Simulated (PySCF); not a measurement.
C4H4O, SMILES c1cocc1. Heavy atoms are numbered as in [cH:1]1[cH:2][cH:3][o:4][cH:5]1. Hydrogens are named by the atom that carries them.

Coordinates come from a B3LYP-D3(BJ)/def2-SVP optimisation.

Computed with PBE/pcSseg-1 in PySCF.

GIAO shieldings, no solvent; atoms alike by connectivity are averaged. δ = σ(ref) − σ: ¹³C against TMS (σ = 182.0 ppm); ¹⁷O against H2O (σ = 334.3 ppm); ¹H against TMS (σ = 31.49 ppm), references at their B3LYP-D3(BJ)/def2-TZVP geometries, non-relativistic.

```tsv
nucleus	atoms	count	δ (ppm)
¹³C	C3 (CH)	2	146.6
¹³C	C1 (CH)	2	116.1
¹⁷O	O4	1	319.1
¹H	H on C3	2	7.68
¹H	H on C1	2	6.77
```
